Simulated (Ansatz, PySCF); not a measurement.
Reaction (SMILES): C[SiH2]C [dimethylsilane] → [CH2-][SiH2]C + H+
Each molecule is optimised on its own at B3LYP-D3(BJ)/def2-TZVP (Ansatz, a program for electronic structure), one conformer each, not searched for the lowest. Frequencies are from Ansatz or PySCF.

Wanted: gas-phase deprotonation energy (0 K, with B3LYP-D3(BJ) harmonic zero-point energies), in kcal/mol. Valence correlation only, unless marked. No spin-orbit coupling. No relativistic terms. Anions need diffuse functions: aug- sets have them; def2-D sets add few; the other sets have none. CBS marks a two-point X^-3 extrapolation of the correlation energy; Hartree-Fock from the larger set.

```tsv
level	program	gas-phase deprotonation energy (kcal/mol)
HF/aug-cc-pV(D+d)Z	Ansatz	397.9
```

**Question.** What does CCSD(T)/CBS(aug-cc-pV(T+d)Z,aug-cc-pV(Q+d)Z) (Ansatz) give?

**Answer.** 389.8 kcal/mol, so HF/aug-cc-pV(D+d)Z differs from it by 8.1 kcal/mol.
